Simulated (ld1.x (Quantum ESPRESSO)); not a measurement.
## antimony, PAW: configuration errors across variants

ld1.x (Quantum ESPRESSO) 7.5 input, shortened:

```
&input
   title='Sb', zed=51., rel=1, dft='PBE', iswitch=3,
   config='[Kr] 4d10 5s1.75 5p3.25'
 /
 &inputp
   pseudotype=3, lpaw=.true., tm=.true., lloc=-2, rcloc=1.50,
   nlcc=.true., new_core_ps=.true.,
   which_augfun='BESSEL', rmatch_augfun=1.00
 /
6
5S  1  0   1.75   0.00  1.40  1.80  0.0
5S  1  0   0.00   4.40  1.40  1.80  0.0
4P  2  1   6.00   0.00  1.45  1.65  0.0
5P  3  1   3.25   0.00  1.45  1.65  0.0
4D  3  2  10.00   0.00  1.10  1.50  0.0
4D  3  2   0.00  -1.95  1.10  1.50  0.0
 &test
   configts(1)='4p6 4d10 5s1.75 5p3.25'
 /
```

All-electron excitation energies from the reference (eV): (1) 4p6 4d10 5s2 5p3 -2.007; (2) 4p6 4d10 5s2 5p2 6.309; (3) 4p6 4d10 5s2 5p1 22.277; (4) 4p6 4d10 5s2 5p0 46.690; (5) 4p5 4d10 5s2 5p3 107.945; (6) 4p6 4d10 5s1 5p3 15.042; (7) 4p6 4d10 5s1 5p0 90.984.

The default core radius of the base comes out at 0.53 bohr.

On the changes marked as counting shells twice: ld1.x takes every shell without a wave as core, so the model core holds the marked electrons as well and exchange and correlation see them twice. This cancels in the reference configuration, but the file is broken for other ones, and its errors say nothing about a proper core correction.

5 further variants failed, have other tests or too few solved ones, and are left out.

A true bound ghost makes a file unfit for plane-wave use even where its test errors are small: the radial tests pick states by their node count and pass the ghost by.

The file “type TM; waves now 5s (bound): rc 1.80 bohr; 4p (bound): rc 1.65 bohr; 4d (bound): rc 1.50 bohr; local potential all-electron potential smoothed inside 1.30 bohr (lloc = -1) (5p counted twice)” misses its own reference levels by 0.5 eV.

Errors AE − PS in meV (a dash: test not solved or not reliable):

```tsv
change	(1)	(2)	(3)	(4)	(5)	(6)	(7)	bound ghosts
base	+0.3	-1.5	-5.3	-11	-92	-2.5	-20	none
local potential all-electron potential smoothed inside 1.30 bohr (lloc = -2)	+0.3	-1.4	-5.4	-10	-73	-2.5	-19	none
type TM; waves now 5s (bound): rc 1.80 bohr; 4p (bound): rc 1.65 bohr; 4d (bound): rc 1.50 bohr; local potential all-electron potential smoothed inside 1.30 bohr (lloc = -1) (5p counted twice)	+128	+741	+1488	+2340	-207	+169	+2602	s
waves 4d (bound): rcut 1.10, rcutus 1.46 bohr; 4d channel at -1.95 Ry: rcut 1.10, rcutus 1.46 bohr	+0.3	-1.5	-5.3	-11	-92	-2.4	-20	none
augmentation BG, radius 1.00 bohr	+0.4	-1.1	-4.2	-8.4	-60	-1.6	-20	none
local potential all-electron potential smoothed inside 1.35 bohr (lloc = -1)	+0.3	-1.2	-3.9	-11	-99	-1.4	-20	s
```

(1) Give the same row for: core correction Bessel-smoothed model core inside 1.86 bohr.

Answers

(1) +0.2, -1.6, -5.3, -11, -93, -2.5, -20; bound ghosts: none.
